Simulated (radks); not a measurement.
Coulomb parameter of the 3d shell of the iron ion Fe+ in the model configuration [Ar] 3d6 4s1, as a second difference U = [E(n + 0.25) + E(n - 0.25) - 2 E(n)] / (0.25)^2 with all orbitals relaxed. "Bare": the charge of the atom changes with n. "Screened": the 4s shell takes up the change at fixed total charge, which measures U(3d,3d) + U(4s,4s) - 2 U(3d,4s). Method: Dirac Kohn-Sham, LDA (Slater exchange, Perdew-Wang correlation), spin-unpolarised, spherical densities, point nucleus; open shells are shared between the two j in proportion to 2j + 1; computed with a radial shooting solver on a logarithmic mesh with Libxc functionals.

case	configuration	E - E(n) (eV)
start	[Ar] 3d6 4s1	0.000
bare +0.25	[Ar] 3d6.25 4s1	-3.633
bare -0.25	[Ar] 3d5.75 4s1	4.522
screened +0.25	[Ar] 3d6.25 4s0.75	-0.809
screened -0.25	[Ar] 3d5.75 4s1.25	1.020

U(bare) = 14.231 eV, U(screened by 4s) = 3.381 eV.
